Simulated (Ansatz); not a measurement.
Consider the ligand exchange at the Sn–I bond: `[SnH3][I]` + `C[SeH]` → `C[Se][SnH3]` + HI.

Calculated with Ansatz (gas phase, PBE0-D4/def2-TZVP geometries, no zero-point term in ΔE). CCSD(T)/CBS adds triple-zeta CCSD(T) − MP2 to the extrapolated MP2 energy (def2 sets, frozen cores). DFT in def2-TZVPP. Elements past krypton have def2 core potentials. For I, Se, Sn outer-core shells are correlated without core-valence functions, which leaves a few kJ/mol of doubt a bond. Scalar relativity is left out up to krypton.

`[SnH3][I]`:

Z-matrix (Å, degrees):
```
Sn
I 1 2.684
H 1 1.701 2 107.0
H 1 1.701 2 107.0 3 -120.0
H 1 1.701 2 107.0 3 120.0
```

`C[SeH]`:

Cartesian coordinates in Å:
```
C -0.258 0.029 0.480
Se -0.110 0.171 -1.458
H -0.071 -0.992 0.804
H -1.284 0.301 0.723
H 0.423 0.722 0.968
H 1.301 -0.231 -1.517
```

`C[Se][SnH3]`:

Z-matrix (Å, degrees):
```
C
Se 1 1.960
H 1 1.088 2 110.7
H 1 1.088 2 110.7 3 -123.0
H 1 1.089 2 106.1 3 118.5
Sn 2 2.522 1 96.9 3 61.1
H 6 1.709 2 109.1 1 -58.1
H 6 1.702 2 107.0 1 -178.5
H 6 1.709 2 109.4 1 61.1
```

HI:

Z-matrix (Å, degrees):
```
I
H 1 1.610
```

```
             level  ΔE (eV)
              BLYP     0.40
RPA@PBE/def2-TZVPP     0.33
      HF/CBS(def2)     0.55
     MP2/CBS(def2)     0.43
```

Question: What does CCSD(T)/CBS give? (Estimate.)

Answer: Computed: +0.40 eV. The listed levels differ from it by 0.00, -0.07, 0.15, 0.03 eV.

Question: What do rigid-rotor, harmonic-oscillator terms from PBE0-D4/def2-TZVP frequencies (298.15 K, 1 bar) make of the CCSD(T)/CBS value? (An estimate is asked.)

Answer: Computed: ΔZPE = -0.05 eV, ΔH = +0.37 eV, ΔS = -1 J/(mol·K), ΔG = +0.38 eV.

Largest T1 diagnostic among the species: 0.011.

Leaving LDA and LC-ωPBE aside and taking each functional with its dispersion term where it has one, the values, not all of them listed here, spread over 0.10 eV, from revPBE-D4 to BHLYP-D4. LDA lies −0.04 eV from PBE without D4. From PBE to PBE0 (25 % exact exchange), in def2-TZVPP and without D4, ΔE moves by +0.03 eV. In def2-TZVPP, CCSD(T) changes the Hartree–Fock value by −0.18 eV (the triples alone add −0.02 eV) and MP2 by −0.16 eV.
